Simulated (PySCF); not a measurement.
**Bromine: a sound run and one with changed settings**

Sound run: Br⁺ [Ar] 3d10 4s2 4p4, Br²⁺ [Ar] 3d10 4s2 4p3. All numbers are calculated (PySCF 2.14, the non-relativistic Hamiltonian (point nucleus), in def2-TZVP). In the sound run the correlated levels freeze [Ar] 3d10. The sound run starts from symmetry-adapted Hartree-Fock orbitals and uses a fine grid where one is needed.

Changed run: a valence shell is frozen. This setting is unsound on purpose.

```json
{"species": "Br⁺", "method": "MP2", "sound run (hartree)": "-2572.10699", "changed run (hartree)": "-2572.05027", "converged": "yes"}
{"species": "Br⁺", "method": "CCSD(T)", "sound run (hartree)": "-2572.12992", "changed run (hartree)": "-2572.05917", "converged": "yes"}
{"species": "Br²⁺", "method": "MP2", "sound run (hartree)": "-2571.33760", "changed run (hartree)": "-2571.27569", "converged": "yes"}
{"species": "Br²⁺", "method": "CCSD(T)", "sound run (hartree)": "-2571.35531", "changed run (hartree)": "-2571.28056", "converged": "yes"}
```

Ionisation energy of Br⁺:

| method | sound run (eV) | changed run (eV) |
| --- | --- | --- |
| UHF | 20.261 | 20.261 |
| MP2 | 20.936 | 21.077 |
| SCS-MP2 | 21.005 | 21.248 |
| CCSD | 21.054 | 21.163 |
| CCSD(T) | 21.078 | 21.187 |

Freezing a valence shell removes pair correlation that changes on ionisation.

For comparison, NIST gives 21.591 eV between the lowest levels.
